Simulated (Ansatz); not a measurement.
`CCC(CC(CC(C)c1ccc(Cl)cc1)c1ccc(Cl)cc1)c1ccc(Cl)cc1` was relaxed with r2SCAN-D4 (def2-SVP) in Ansatz in these states: charge +1 doublet, neutral singlet. The geometries follow in no particular order.

Single mean-field runs in def2-SVP are fitted with def2-universal-jkfit.

A:

Cartesian coordinates in Å:
```
C 3.2801 -0.9523 -1.1248
C 1.8033 -0.7729 -0.7953
C 1.5525 -0.0245 0.5256
C 0.0515 0.1348 0.8304
C -0.7503 0.9127 -0.2242
C -2.2409 1.0162 0.1467
C -2.9740 -0.3305 0.3013
C -4.4711 -0.1010 0.5367
C -2.7270 -1.2455 -0.8829
C -2.1379 -2.5072 -0.7123
C -1.8785 -3.3486 -1.7985
C -2.2183 -2.9201 -3.0831
Cl -1.8972 -3.9531 -4.4501
C -2.8145 -1.6708 -3.2874
C -3.0621 -0.8470 -2.1886
C -0.1706 2.2877 -0.4861
C 0.0169 3.2118 0.5558
C 0.5419 4.4823 0.3159
C 0.8855 4.8418 -0.9910
Cl 1.5428 6.4267 -1.3013
C 0.7092 3.9481 -2.0492
C 0.1833 2.6805 -1.7853
C 2.2419 -0.6850 1.7033
C 3.1408 0.0312 2.5068
C 3.7669 -0.5576 3.6090
C 3.4877 -1.8913 3.9144
Cl 4.2611 -2.6425 5.2858
C 2.5976 -2.6346 3.1330
C 1.9838 -2.0255 2.0375
H 3.7963 0.0227 -1.1657
H 3.4133 -1.4422 -2.1026
H 3.7940 -1.5659 -0.3667
H 1.2940 -1.7555 -0.7629
H 1.3159 -0.2145 -1.6135
H 1.9881 0.9872 0.4209
H -0.3866 -0.8721 0.9426
H -0.0633 0.6241 1.8153
H -0.6975 0.3539 -1.1742
H -2.7504 1.6165 -0.6297
H -2.3520 1.5876 1.0870
H -2.5721 -0.8419 1.1943
H -4.9987 -1.0533 0.7019
H -4.9374 0.3959 -0.3306
H -4.6339 0.5414 1.4178
H -1.8722 -2.8435 0.2963
H -1.4182 -4.3299 -1.6563
H -3.0762 -1.3542 -4.3001
H -3.5259 0.1312 -2.3576
H -0.2459 2.9370 1.5826
H 0.6852 5.1967 1.1299
H 0.9836 4.2456 -3.0639
H 0.0429 1.9780 -2.6140
H 3.3601 1.0767 2.2633
H 4.4669 0.0075 4.2294
H 2.3940 -3.6776 3.3875
H 1.2916 -2.6151 1.4265
```

B:

```xyz
56

C    -2.772   -0.005    2.373
C    -1.616    0.280    1.421
C    -0.639   -0.895    1.271
C     0.534   -0.570    0.311
C     0.092   -0.231   -1.121
C     1.302    0.084   -2.037
C     2.163    1.282   -1.581
C     3.240    1.570   -2.642
C     1.335    2.508   -1.292
C     1.373    3.126   -0.026
C     0.607    4.252    0.256
C    -0.222    4.780   -0.747
Cl   -1.181    6.170   -0.413
C    -0.277    4.191   -2.024
C     0.500    3.069   -2.284
C    -0.737   -1.313   -1.758
C    -0.311   -2.661   -1.759
C    -1.058   -3.653   -2.381
C    -2.261   -3.303   -3.021
Cl   -3.198   -4.523   -3.789
C    -2.710   -1.970   -3.039
C    -1.944   -0.993   -2.415
C    -0.057   -1.372    2.576
C     0.079   -2.756    2.828
C     0.653   -3.225    4.003
C     1.118   -2.294    4.951
Cl    1.833   -2.858    6.408
C     1.005   -0.908    4.725
C     0.421   -0.463    3.547
H    -3.333   -0.900    2.056
H    -3.478    0.838    2.401
H    -2.422   -0.182    3.402
H    -1.066    1.186    1.736
H    -2.022    0.519    0.424
H    -1.193   -1.747    0.830
H     1.097    0.283    0.728
H     1.239   -1.420    0.294
H    -0.524    0.684   -1.093
H     0.920    0.275   -3.055
H     1.954   -0.804   -2.120
H     2.681    1.004   -0.647
H     3.903    2.384   -2.316
H     2.788    1.863   -3.603
H     3.853    0.672   -2.817
H     2.030    2.717    0.749
H     0.644    4.733    1.236
H    -0.921    4.625   -2.792
H     0.459    2.619   -3.281
H     0.628   -2.938   -1.269
H    -0.727   -4.694   -2.384
H    -3.648   -1.721   -3.540
H    -2.287    0.046   -2.427
H    -0.291   -3.474    2.089
H     0.745   -4.296    4.202
H     1.372   -0.206    5.477
H     0.327    0.615    3.377
```

**Question.** Judge from the bond lengths which geometry belongs to which state (an estimate).

**Answer.** A is the neutral singlet (C26–Cl27 1.744 Å, C19–Cl20 1.744 Å, C12–Cl13 1.743 Å); B is the charge +1 doublet (C26–Cl27 1.718 Å, C19–Cl20 1.719 Å, C12–Cl13 1.722 Å).

At r2SCAN-D4/def2-SVP the gap within one spin of the relaxed charge 1 doublet nearly closes, so an electron or hole may be smeared out by delocalisation error.
